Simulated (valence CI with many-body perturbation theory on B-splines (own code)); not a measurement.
# Which ion has this spectrum?

A relativistic CI+MBPT calculation for an atom or ion with 39 electrons gives these levels (cm⁻¹):

```tsv
J	Parity	E	g
3/2	even	0	0.71
5/2	even	182072	1.06
3/2	even	202479	1.19
7/2	even	217358	1.05
9/2	even	219070	1.04
1/2	even	220729	1.83
5/2	even	295767	1.26
7/2	even	395621	1.12
9/2	even	412048	1.14
3/2	even	426733	1.12
1/2	even	436866	1.49
5/2	even	441681	1.28
11/2	even	445265	1.09
5/2	even	470325	1.10
```

The energies are calculated, and their last digits are not significant.

Task: Which is it?
A. Pt39+
B. Au40+
C. Ir38+
D. Os37+

Result: B. Au40+, ground level (4d3/2^3) J=3/2.
